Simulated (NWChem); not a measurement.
CH4BClFN; SMILES ClB(NC)F

```xyz
9

B      0.2279    -0.0991     0.0000
Cl    -0.3108    -1.7871     0.0000
F      1.5358     0.1434     0.0000
N     -0.6952     0.9412     0.0000
C     -0.3800     2.3490     0.0000
H     -1.6801     0.7070     0.0000
H     -0.7806     2.8593     0.8919
H     -0.7806     2.8593    -0.8919
H      0.7101     2.4781     0.0000
```
Atoms are numbered in this order, from 1.

All runs: NWChem. Coordinates come from a PBE0/def2-SVP optimisation. Total energies compare along this basis series because the functional is fixed.

```json
[
 {"level": "PBE0/cc-pVDZ", "basis functions": "94", "energy (Ha)": "-679.9292", "highest occupied level (eV)": "-7.69", "orbital gap (eV)": "9.02", "dipole (D)": "3.02"},
 {"level": "PBE0/aug-cc-pVDZ", "basis functions": "155", "energy (Ha)": "-679.9470", "highest occupied level (eV)": "-7.88", "orbital gap (eV)": "7.62", "dipole (D)": "2.98"},
 {"level": "PBE0/cc-pVTZ", "basis functions": "210", "energy (Ha)": "-680.0174", "highest occupied level (eV)": "-7.84", "orbital gap (eV)": "8.83", "dipole (D)": "2.94"}
]
```
